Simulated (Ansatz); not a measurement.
A run for Ansatz (an electronic-structure program): R-PBE/def2-TZVPPD on N2 (SMILES N#N) with ghost functions, monomers drawn apart or pushed together. Files ending in .json are basis or fitting sets from the Basis Set Exchange.

Ansatz 0.2 input:
```yaml
crystal:
  periodic: [false, false, false]
  atoms:
    - {symbol: N, position_ang: [0.18943124, -0.07839328, 3.52477201]}
    - {symbol: N, position_ang: [-0.62225398, -0.50609526, 2.93490490]}
basis:
  gaussian:
    orbitals: def2-TZVPPD.json
    ghost_atoms:
      - {symbol: C, position_ang: [-0.14217367, 0.73372972, -0.10529668]}
      - {symbol: C, position_ang: [0.30826340, -0.51102443, -0.14968332]}
      - {symbol: H, position_ang: [0.36212425, 1.54138089, -0.62195466]}
      - {symbol: H, position_ang: [-1.03482625, 0.99602204, 0.44960516]}
      - {symbol: H, position_ang: [-0.19744383, -1.31709268, 0.36769379]}
      - {symbol: H, position_ang: [1.20052187, -0.77484138, -0.70456579]}
hamiltonian:
  xc: {name: PBE}
scf: {lower_state_search: off}
```

Program output:

```
WARN ansatz: RAYON_NUM_THREADS=1 ignored (pool sized by the plan → 1); use --threads N
Functional definition: PBE
these checks for a lower state are left out or cut short: stability, starts, cluster_reference, orbital_swaps, neighbouring_geometries, increment
integrals: 0.09 GiB planned
878 factors; their error is unknown
mean field: 0.81 GiB planned
mean field evaluation 1: about -2976.4851 eV, gradient 3.1e1 eV
mean field evaluation 2: about -2976.6105 eV, gradient 2.9e1 eV
mean field evaluation 4: about -2978.3558 eV, gradient 7.5e-2 eV
mean field evaluation 8: about -2978.3509 eV, gradient 1.8e-3 eV
mean field -2978.35092182 eV, -109.4523775781 hartree, gradient 7.3e-7 eV, S^2 0.000000; 0 other end points of the search recorded, 0 dependent functions left out
reference -2978.35095012 eV, -109.4523786183 hartree; 7, 7 occupied and 209, 209 virtual orbitals, 878 factors
Total energy: -2978.35095012 eV, -109.4523786183 hartree
Checks for a lower state left out: stability, starts, cluster_reference, orbital_swaps, neighbouring_geometries, increment
```

The run converged.

Cost: around 1.4 core-seconds (rough).
